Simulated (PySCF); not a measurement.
**Pb(NH2)4 at several levels of theory**

Computed with PySCF 2.14.0 (density fitting, no spin-orbit coupling) at the geometry relaxed with B3LYP:

```xyz
13
Pb(NH2)4 (singlet)
Pb    0.0714    0.0811   -0.0587
N    -0.1295   -1.3391    1.5981
H    -0.4123   -0.7879    2.4160
H     0.8105   -1.6808    1.8249
N    -0.1718   -1.0468   -1.9050
H    -0.1446   -2.0416   -1.6607
H     0.6549   -0.8737   -2.4853
N     1.8912    1.2876   -0.2387
H     2.6810    0.7004    0.0487
H     1.8267    2.0156    0.4804
N    -1.5252    1.5235    0.2521
H    -1.5657    2.1025   -0.5932
H    -2.4011    0.9906    0.2398
```

```csv
level,basis,state,HOMO (eV),gap (eV),charge on Pb1 (e),dipole about the centre of mass (D),largest force component (eV/Å)
B3LYP,"Pb def2-SVP with ECP60, N def2-SVP, H def2-SVP",singlet,-6.47,4.69,0.67,2.07,0.01
TPSSh,the same,singlet,-5.98,4.04,0.70,2.03,0.16
BLYP,the same,singlet,-5.14,2.89,0.54,1.91,0.49
M06-L,the same,singlet,-5.60,3.45,0.94,2.09,0.11
PBE,the same,singlet,-5.32,2.97,0.57,1.95,0.46
```

Charges are Mulliken's, which hang on the basis. The relaxation used the grid (50, 194), these runs (75, 302) or, all-electron (x2c bases, spin-free X2C Hamiltonian), (99, 590).

Problem. What does B3LYP with Pb x2c-SVPall, N x2c-SVPall, H x2c-SVPall give here?

Solution. state singlet, HOMO (eV) -6.46, gap (eV) 4.62, charge on Pb1 (e) 0.76, dipole about the centre of mass (D) 2.05, largest force component (eV/Å) 0.16. Time: 94 s on 2 threads of Intel(R) Xeon(R) Platinum 8375C CPU @ 2.90GHz (Ice Lake), on a shared host, from free ions and atoms.

In the first row's basis the gap widens with exact exchange: 2.9 to 3.4 eV for BLYP, PBE, M06-L (none); 4.0 to 4.7 eV for TPSSh, B3LYP (a fixed share).

No frequency check is given that shows the relaxed geometry to be a minimum, and it was reached by following one of several unstable modes of a saddle point.
